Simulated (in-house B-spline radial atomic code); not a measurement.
Configurations of Gd, with energies counted from [Xe] 4f7 5d1 6s2. Method: Dirac-Hartree-Fock, average of configuration, Fermi nucleus of rms radius 5.1569 fm. Calculated with an all-electron radial atomic-structure program (B-spline basis). Energies include first-order Breit, QED and recoil terms.

Occupations are held fixed; configurations that lie above the ionisation limit could autoionise.

```
       configuration  E - E(ref) (eV)  highest orbital  its <r> (bohr)
    [Xe] 4f7 5d2 6s1           1.4684            5d5/2           3.039
    [Xe] 4f7 6s2 7g1            4.936            7g9/2           63.49
    [Xe] 4f6 5d2 6s2           6.4282            6s1/2           4.107
[Xe] 4f6 5d1 6s2 8s1           11.729            8s1/2           19.52
```

**Question.** Order these further configurations by energy, lowest first.
A. [Xe] 4f7 5d1 6s1 10p1
B. [Xe] 4f7 6s2 7p1
C. [Kr] 4d10 4f7 5s2 5p5 5d1 6s2 9s1
D. [Xe] 4f6 5d1 6s2 7p1

**Answer.** B (3.765 eV), A (4.8412 eV), D (11.313 eV), C (31.176 eV).
